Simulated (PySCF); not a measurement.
Property card for `CCc1cccnc1`

C7H9N.
SMILES with atom numbers: `[CH3:1][CH2:2][c:3]1[cH:4][cH:5][cH:6][n:7][cH:8]1` (hydrogens: H9, H10, H11 on C1; H12, H13 on C2; H14 on C4; H15 on C5; H16 on C6; H17 on C8)

Geometry (GFN2-xTB, Å), atoms numbered from 1 in this order:
```
atom  x, y, z in Å
C1    -2.2994    0.5088    0.5091
C2    -1.4050    0.0433   -0.6422
C3    -0.0019   -0.1733   -0.1588
C4     0.9332    0.8549   -0.1531
C5     2.2040    0.6147    0.3413
C6     2.4954   -0.6554    0.8148
N7     1.6172   -1.6432    0.8192
C8     0.4074   -1.4031    0.3481
H9    -3.3172    0.6653    0.1591
H10   -2.3137   -0.2362    1.3017
H11   -1.9277    1.4429    0.9251
H12   -1.4117    0.7973   -1.4326
H13   -1.8005   -0.8881   -1.0527
H14    0.6661    1.8310   -0.5351
H15    2.9502    1.3941    0.3575
H16    3.4735   -0.8983    1.2083
H17   -0.2767   -2.2426    0.3737
```

Some functional groups and rings: pyridine-type ring nitrogen.

**GFN2-xTB geometry**

- Point group of the GFN2-xTB geometry: C1
- Rotational constants A, B, C of the GFN2-xTB geometry: 4.684, 1.521, 1.265 GHz

B3LYP/def2-SVPD ground state and vertical TDDFT (core frozen in the response) (PySCF):

* Dipole moment: 2.50 D
* HOMO energy: -7.00 eV
* LUMO energy: -0.93 eV
* HOMO–LUMO gap: 6.07 eV
* Lowest singlet excitation: 4.75 eV (261 nm, f = 0.004)
* Strongest line among the 8 lowest singlet transitions: S7 at 7.16 eV (173 nm, f = 0.364)
* Lowest triplet excitation (Tamm–Dancoff): 4.10 eV
* Static isotropic polarisability: 86.8 au
* Electronic spatial extent ⟨r²⟩ about the centre of nuclear charge: 992 bohr²

Monoisotopic mass (most abundant isotopes): 107.0735 u.

A dipole of 2.50 D is allowed in C1, and pure rotational transitions are dipole-allowed. The 8 singlets span 4.75 to 7.20 eV, and their oscillator strengths add up to 0.82. The largest Löwdin shares of the HOMO are 0.59 on N7, 0.11 on C8, 0.10 on C6 and 0.05 on C3. With B = h/(8π²I), that is 505.379 GHz u Å² over I, the principal moments of inertia are 107.9, 332.3 and 399.5 u Å² (most abundant isotopes).

Geometry: GFN2-xTB, one conformer, isolated molecule.
